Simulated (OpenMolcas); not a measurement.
**V2+: moving the ligands**

V2+ with 6 ligands (fluoride) in octahedral coordination (Oh) at 2.1 Å. A charge of +0.667 e stands 2.6 Å behind each ligand. Ligand basis ANO-RCC-VDZP.
```
V     0.0000    0.0000    0.0000
F     2.1000    0.0000    0.0000
F     0.0000    2.1000    0.0000
F    -2.1000    0.0000    0.0000
F     0.0000   -2.1000    0.0000
F     0.0000    0.0000    2.1000
F     0.0000    0.0000   -2.1000
```

- Program: OpenMolcas 26.06
- Method: SS-CASPT2, IPEA 0.25 Eh, imaginary shift 0.1 Eh (closed shells correlated: 3s 3p and the ligand valence shells)
- Basis: ANO-RCC-VTZP [6s5p3d2f1g]
- Scalar Hamiltonian: DKH2, point nucleus
- Active space: 3 electrons in 5 orbitals (3d)
- State averaging: 2S+1 = 4 even, 10 roots; 2S+1 = 2 even, 40 roots
- Spin-orbit coupling: state interaction with AMFI integrals over the reference wave functions

Runs around this geometry, states (labels of O, the rotations of Oh). Energies in cm-1 above the lowest state or level, χT in cm3 K/mol.

```json
{"R (Å)": "1.99", "Ground state": "4A2", "First state of that spin": "4T2 12930", "First gap with spin-orbit (degeneracies)": "12800 (4, 4)", "χT at 300 K": "1.858", "First state of another spin": "2E 13090"}
{"R (Å)": "2.1", "Ground state": "4A2", "First state of that spin": "4T2 9790", "First gap with spin-orbit (degeneracies)": "9720 (4, 2)", "χT at 300 K": "1.851", "First state of another spin": "2E 13040"}
{"R (Å)": "2.15", "Ground state": "4A2", "First state of that spin": "4T2 8600", "First gap with spin-orbit (degeneracies)": "8530 (4, 2)", "χT at 300 K": "1.848", "First state of another spin": "2E 13020"}
```

Taking the first state of the same spin as R^-n, n = -ln(8600 / 12930) / ln(2.15 / 1.99) = 5.3 between the shortest and longest distance.

Roots that are degenerate in the reference are averaged as groups; the widest CASPT2 spread within a group is 610 cm-1 (the 3-fold group of multiplicity 2 near 31700 cm-1 above the lowest state of its run, R = 2.15). Shifts and gaps below about the spread of the groups concerned are not significant. Over all roots computed the reference weight is 0.70 to 0.72 in R = 1.99, 0.70 to 0.71 in R = 2.1, 0.70 to 0.71 in R = 2.15; a low but even weight reflects the number of correlated electrons. Ligand-to-metal charge-transfer states are missing. With no ligand orbital active B as a rule stays too high, so bands that hang on it stand too high and its fall with covalency is understated. With one d shell and no ligand orbital active, 10Dq can be off by tens of per cent for divalent 3d ions, low with halides held by bare charges and at times high in hosts. Free-ion shares, where given, are those of the reference states; single-state CASPT2 does not remix them. These CASPT2 states fit no ligand-field parameters well, so their order and spin gaps are uncertain (holds for R = 2.1; R = 2.15). No measured value stands beside these numbers; the geometry is a model, was not optimised and need not be the one that this ion takes.
